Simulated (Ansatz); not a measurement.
Gas-phase electronic energies from Ansatz, PBE0-D4/def2-TZVP geometries. CCSD(T)/CBS is the MP2 limit (def2-TZVPP, def2-QZVPP) plus CCSD(T) − MP2 in def2-TZVPP, frozen cores. This one scheme is used for every species. Functionals use def2-TZVPP. For Br outer-core shells are correlated without core-valence functions, which leaves a few kJ/mol of doubt a bond. Scalar relativity is left out up to krypton. One conformer a species, not always the lowest.

Reaction (redistribution): `[CH3][Al]([NH2])[SH]` + `[SiH3]N([SiH3])[Si]Br` → `[CH3][Al]([NH2])[Br]` + `[SiH3]N([SiH3])[Si]S`

`[CH3][Al]([NH2])[SH]`:

```xyz
10

C    -0.888    0.890    1.200
Al   -0.024   -0.300   -0.069
N     1.206    0.266   -1.206
S    -0.581   -2.424   -0.095
H    -0.599    0.643    2.226
H    -1.977    0.803    1.146
H    -0.627    1.937    1.024
H     1.520    1.221   -1.263
H     1.693   -0.299   -1.882
H     0.277   -2.736   -1.081
```

`[SiH3]N([SiH3])[Si]Br`:

Cartesian coordinates in Å:
```
Si -0.605 -1.611 0.039
N 0.317 -0.145 0.336
Si -0.154 1.275 -0.596
Si 1.580 -0.253 1.502
Br 2.388 1.888 1.454
H -2.037 -1.394 0.360
H -0.481 -2.019 -1.383
H -0.041 -2.666 0.920
H -0.623 2.367 0.287
H -1.290 0.823 -1.447
H 0.947 1.734 -1.472
```

`[CH3][Al]([NH2])[Br]`:

Cartesian coordinates in Å:
```
C 1.254 -0.713 0.471
Al -0.565 -0.158 0.104
N -0.985 1.267 -0.840
Br -2.320 -1.355 0.900
H 1.428 -1.732 0.116
H 1.986 -0.056 -0.005
H 1.449 -0.713 1.547
H -0.320 1.897 -1.258
H -1.927 1.564 -1.035
```

`[SiH3]N([SiH3])[Si]S`:

Z-matrix (Å, degrees):
```
Si
N 1 1.748
H 1 1.485 2 111.1
H 1 1.487 2 107.4 3 -119.3
H 1 1.485 2 111.1 3 121.4
Si 2 1.755 1 115.9 3 119.3
Si 2 1.740 1 128.2 3 -60.7
H 6 1.486 2 110.3 1 60.0
H 6 1.484 2 107.5 1 -180.0
H 6 1.486 2 110.3 1 -60.0
S 7 2.164 2 105.4 1 -0.0
H 11 1.346 7 104.3 2 0.0
```

```tsv
level	ΔE (kJ/mol)
LDA (SPW92)	-8.9
HF/def2-TZVPP	-9.1
```

Q: What does CCSD(T)/CBS give? (An estimate is asked.)

A: Computed: -6.5 kJ/mol. The listed levels differ from it by -2.4, -2.6 kJ/mol.

Largest T1 diagnostic among the species: 0.014.

Leaving LDA and LC-ωPBE aside and taking each functional with its dispersion term where it has one, the values, not all of them listed here, spread over 3.4 kJ/mol, from revPBE-D4 to ωB97M-V.
